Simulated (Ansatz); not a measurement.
Task: Predict a relaxed structure of cyclo-(H2SnNH)2 (Sn₂N₂H₆), charge 0, singlet, at B3LYP-D4/def2-SVP (Ansatz).

Result: 
```xyz
10

Sn   -0.699    1.126    0.799
H    -0.240    2.766    1.058
H    -2.196    0.775    1.600
N    -0.524    0.509   -1.166
Sn    0.762   -1.071   -0.817
H     0.092   -2.666   -0.931
H     2.244   -0.969   -1.690
N     0.843   -0.226    1.069
H    -1.280    0.508   -1.846
H     0.998   -0.752    1.925
```
Point group C2v (tolerance 0.1 Å). This is one stationary point.

In the def2 sets Sn takes a core potential; there is no spin–orbit coupling.
